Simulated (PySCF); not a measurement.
Level of theory: TPSSh-D3(BJ)/def2-TZVP // TPSS-D3(BJ)/def2-SVP run with PySCF 2.14.0. Isolated molecules, 0 K electronic values unless said otherwise. One relaxed conformer stands for a flexible species; it need not be the lowest. 

Reference species: [Mo(Cl)6] (neutral, multiplicity 1).

The HOMO comes out as -8.49 eV, the coordination number comes out as 6 and the charge on the central atom (Mulliken) is 0.78 e.

Changed species: [Mo(Cl)5(NH2)] (1 of 6 Cl replaced by NH2; the reference has 0 of 6 Cl replaced by NH2).

Q: Give the shifts of the HOMO, coordination number and charge on the central atom (Mulliken).

A: the HOMO rises by 0.76 eV, to -7.73 eV; the coordination number is nearly the same; the charge on the central atom (Mulliken) rises by 0.03 e, to 0.81 e.
